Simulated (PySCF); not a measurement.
## Deuteron quadrupole couplings in cyclopentylacetylene

Species: cyclopentylacetylene, C7H10.
Numbering: `[CH:1]#[C:2][CH:3]1[CH2:4][CH2:5][CH2:6][CH2:7]1` (hydrogens: H8 on C1; H9 on C3; H10, H11 on C4; H12, H13 on C5; H14, H15 on C6; H16, H17 on C7)

Geometry (PBE0-D3(BJ)/def2-SVP, Å), atoms numbered from 1 in this order:
```
atom  x, y, z in Å
C1     3.2734    0.7667   -0.1931
C2     2.1449    0.5306    0.1805
C3     0.7854    0.2464    0.6217
C4    -0.2726    1.2735    0.1089
C5    -1.2602    0.4591   -0.7300
C6    -1.2200   -0.9265   -0.0932
C7     0.2706   -1.1383    0.1498
H8     4.2739    0.9762   -0.5217
H9     0.7911    0.2663    1.7244
H10   -0.7865    1.7236    0.9719
H11    0.1936    2.0945   -0.4525
H12   -2.2662    0.9042   -0.7586
H13   -0.9040    0.3904   -1.7716
H14   -1.6703   -1.7124   -0.7182
H15   -1.7657   -0.9164    0.8664
H16    0.4983   -1.9330    0.8748
H17    0.7668   -1.4065   -0.7960
```

Level: PBE0/pcSseg-1 (PySCF, non-relativistic); Q(2H) = 0.00286 b; rigid geometry, the same for H and D, with no vibrational averaging.

Task: Rank these positions by the coupling χzz of a deuteron there, largest first.
A. H17 (methylene hydrogen)
B. H16 (methylene hydrogen)
C. H8 (alkyne hydrogen)

Result: C (232 kHz), B (197 kHz), A (191 kHz).

Task: Tabulate Vzz, the asymmetry η and χzz = 234.96 MHz × Q × Vzz for every hydrogen position.

Result: 
| atom | bonded to | bond length (Å) | Vzz (au) | η | χzz (kHz) |
| --- | --- | --- | --- | --- | --- |
| H8 | C1 | 1.074 | 0.3459 | 0.00 | 232 |
| H9 | C3 | 1.103 | 0.2823 | 0.02 | 190 |
| H10 | C4 | 1.101 | 0.2887 | 0.02 | 194 |
| H11 | C4 | 1.099 | 0.2914 | 0.02 | 196 |
| H12 | C5 | 1.100 | 0.2924 | 0.01 | 196 |
| H13 | C5 | 1.103 | 0.2845 | 0.01 | 191 |
| H14 | C6 | 1.100 | 0.2923 | 0.00 | 196 |
| H15 | C6 | 1.104 | 0.2839 | 0.00 | 191 |
| H16 | C7 | 1.100 | 0.2926 | 0.01 | 197 |
| H17 | C7 | 1.101 | 0.2846 | 0.02 | 191 |

Task: How does χzz go with the bond length over the 10 C–H bonds?

Result: A straight-line fit has a slope of -14.1 kHz for each 0.01 Å, with a correlation coefficient of -0.99, over lengths from 1.074 to 1.104 Å. The longer bonds have the smaller couplings here.

Task: Give the 2H NMR doublet splittings at H16 for a magnetic field along the z, y and x axes of the gradient: 3χ/2, 3χ(1 + η)/4, 3χ(1 − η)/4.

Result: With |χ| = 196.6 kHz and η = 0.014: 295, 150 and 145 kHz, to first order and without motion.

The structure is a single PBE0-D3(BJ)/def2-SVP conformer in the gas phase; no vibrational or solvent corrections. A larger basis could move these couplings by a tenth or more.

These values come from a run that also computed NMR shieldings. The run took 32 s wall on Arm Neoverse N1, one thread, no GPU, shared host.
